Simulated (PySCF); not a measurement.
Si(Br)2 cation (Br2Si), SMILES Br[Si]Br (connectivity only; charge and spin as stated), charge +1, multiplicity 2. Atoms are numbered in the order given.

```xyz
3

Si     0.0000     0.0000     0.8554
Br     0.0000     1.8844    -0.1711
Br     0.0000    -1.8844    -0.1711
```
Charge +1, spin multiplicity 2.

Geometry optimised at B3LYP-D3(BJ)/def2-TZVP. The multiplicity is an assumed one; other spin states were not compared. The isomer is the one that the SMILES or the coordinates give; other isomers of the formula were not compared.

Calculation: ωB97X/def2-TZVPD in PySCF.

Mulliken values depend strongly on the basis, most of all with diffuse functions as here. ESP charges are fitted to the potential on shells at 1.4 to 2.0 van der Waals radii. Atomic charges (e):

```tsv
atom	Mulliken	meta-Löwdin	ESP fit	Mulliken spin
Si1	0.76	(withheld)	0.52	0.61
Br2	0.12	(withheld)	0.24	0.20
Br3	0.12	(withheld)	0.24	0.20
```

Question: Fill in the missing entries. (Estimate from the structure and the level; the computed values follow.)

Answer: 
- Si1, meta-Löwdin: 0.83
- Br2, meta-Löwdin: 0.09
- Br3, meta-Löwdin: 0.09
